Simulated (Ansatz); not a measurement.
BeTe2⁻. Total charge -1; doublet. Geometry PBE-D4/def2-TZVPD, basis def2-TZVPD, Ansatz.

```xyz
3

Be    0.157    1.206   -0.337
Te    0.763   -1.009   -0.896
Te   -0.920   -0.196    1.233
```

| run | HOMO (eV) | LUMO (eV) |
| --- | --- | --- |
| A | -2.04 | 2.87 |
| B | -2.87 | 3.26 |
| C | 0.30 | 1.18 |
| D | 0.07 | 1.32 |
| E | -0.56 | 1.85 |

In the def2 sets Te takes a core potential; there is no spin–orbit coupling. LC-ωPBE has ω = 0.4 bohr⁻¹. Another isomer (doublet) lies 1.14 eV lower at PBE0-D4/def2-TZVPD; other spin states weren't run for this one.

HOMO and LUMO are taken over both spins.

Problem. The runs used LC-ωPBE, PBE, PBE0, r2SCAN, ωB97M-V. Estimate which is which.

Solution. A ωB97M-V (range-separated); B LC-ωPBE (range-separated); C PBE (0 % exact exchange); D r2SCAN (0 % exact exchange); E PBE0 (25 % exact exchange). Exact exchange lowers occupied and raises empty levels; among semilocal functionals meta-GGAs tend to open the gap a little, and such runs are hard to tell apart. The gap grows from 0.89 eV (PBE) to 6.13 eV (LC-ωPBE). At PBE-D4/def2-TZVPD, r2SCAN-D4/def2-TZVPD the highest occupied level of the charge -1 doublet lies above zero (up to 0.30 eV). It is a level of α spin, whose loss leaves a singlet; that state wasn't run at this geometry and level. The electron is either unbound and held by the finite basis, or the level is raised by self-interaction error.
